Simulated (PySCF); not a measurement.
Gas-phase reaction: SnBr₂ + 2 HBr + N₂H₂ ⇌ SnBr₄ + 2 NH₂

Energies from PySCF (xtb for GFN2), thermal terms from the rigid-rotor harmonic-oscillator model, ideal gas at 1 bar. † marks an energy on the PBE0/def2-TZVP geometry and frequencies; other levels use their own. Open shells (unrestricted): NH₂ (multiplicity 2); the rest are closed-shell singlets. GFN2 has no spin-polarisation term. Sn: scalar-relativistic def2 core potential, no spin-orbit coupling. Br: all electrons, no relativistic terms.

ωB97M-V/def2-TZVP† gives ΔH°(298 K) = 42 kJ.

Q: What do PBE0/def2-QZVP†, LDA/def2-TZVP†, GFN2-xTB give?

A: PBE0/def2-QZVP†: 25 kJ; LDA/def2-TZVP†: 112 kJ; GFN2-xTB: 335 kJ. For scale, ΔH°(298 K) is 42 kJ at this level, 30 kJ at ωB97X-V/def2-TZVP†, and runs from -113 to 335 kJ over the 17 levels computed.
